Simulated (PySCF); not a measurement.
C5H9NSi.
Numbering: `[CH:1]#[C:2][Si:3]1([NH:4][CH3:5])[CH2:6][CH2:7]1` (hydrogens: H8 on C1; H9 on N4; H10, H11, H12 on C5; H13, H14 on C6; H15, H16 on C7)

All values: PBE0/pcSseg-1 and wB97X-D/def2-SVPD (PySCF, non-relativistic), on one gas-phase PBE0-D3(BJ)/def2-SVP geometry that isn't relaxed in the solvent. The solvent is an IEF-PCM continuum (van der Waals radii × 1.2). Only the electrostatic response of the medium enters.

Gas phase at PBE0/pcSseg-1: HOMO -6.55 eV, LUMO -0.06 eV, dipole 1.36 D.

What does the continuum do to the energy, the frontier levels and the dipole at PBE0/pcSseg-1 in chloroform?

```csv
solvent,ε,E(solvent) − E(gas) (kcal/mol),polarisation term (kcal/mol),distortion of the solute (kcal/mol),HOMO (eV),LUMO (eV),dipole (D)
chloroform,4.711,-3.52,-3.75,0.23,-6.61,-0.14,1.58
```

Polarisation term: ½ Σ q·V over the induced surface charges. Distortion: the rise of the solute's own energy as its density leaves the gas-phase optimum.

Which radius a makes the point-dipole formula ΔE = −[(ε − 1)/(2ε + 1)]·μ²/a³ give the value in chloroform, with the gas-phase dipole?

μ = 0.534 au and |ΔE| = 0.00562 Eh give a = 1.39 Å; the farthest nucleus lies 4.23 Å from the centroid of the nuclei, so such a sphere wouldn't even hold the nuclei. The formula assumes a rigid point dipole at the centre of a sphere.

Which ESP-fitted charges (PBE0/pcSseg-1) respond most in chloroform (means over atoms taken as equivalent)?

```csv
atoms,environment,gas (e),solvent (e),change
N4,silicon-bound nitrogen,-0.442,-0.464,-0.022
H8,alkyne hydrogen,+0.315,+0.335,+0.020
H9,N–H hydrogen,+0.303,+0.323,+0.020
C6/C7,sp3 carbon bound to silicon,-0.387,-0.402,-0.015
C2,alkyne carbon,+0.014,0.000,-0.014
C1,terminal alkyne carbon,-0.426,-0.438,-0.012
H14/H16,methylene hydrogen,+0.155,+0.162,+0.007
H13/H15,methylene hydrogen,+0.157,+0.162,+0.005
H10/H11/H12,methyl hydrogen,+0.077,+0.081,+0.004
Si3,four-coordinate silicon,+0.266,+0.269,+0.003
C5,N-methyl carbon,-0.110,-0.110,0.000
```

How do the nuclear quadrupole coupling constants eQVzz/h respond in chloroform?

```json
{"nucleus": "14N at N4", "Q (barn)": "0.02044", "gas (MHz)": "-5.23", "solvent (MHz)": "-5.10", "η gas": "0.32", "η solvent": "0.31"}
```

Gas phase at wB97X-D/def2-SVPD: HOMO -8.35 eV, LUMO 1.58 eV, dipole 1.30 D.

What does the continuum do to the energy, the frontier levels and the dipole at wB97X-D/def2-SVPD in chloroform?

```
   solvent      ε  E(solvent) − E(gas) (kcal/mol)  polarisation term (kcal/mol)  distortion of the solute (kcal/mol)  HOMO (eV)  LUMO (eV)  dipole (D)
chloroform  4.711                           -3.40                         -3.66                                 0.26      -8.40       1.52        1.55
```

How does the static polarisability (wB97X-D/def2-SVPD, frozen core, with the continuum's full static response) change?

```tsv
medium	isotropic (au)	principal values (au)	⟨r²⟩ of the electrons (bohr²)
gas	92.3	73.6, 92.4, 111.1	1040.1
chloroform	114.5	92.5, 111.8, 139.3	1038.9
```

The isotropic value in chloroform is 1.24 times the gas-phase one; no cavity-field correction is applied. ⟨r²⟩ is taken about the centre of nuclear charge.

Shape of the structure used: `[CH:1]#[C:2][Si:3]1([NH:4][CH3:5])[CH2:6][CH2:7]1`: C2–Si3–N4–C5 -69°.

wB97X-D is run here without its empirical dispersion term; that term would change no orbital, density or response property at a fixed geometry.
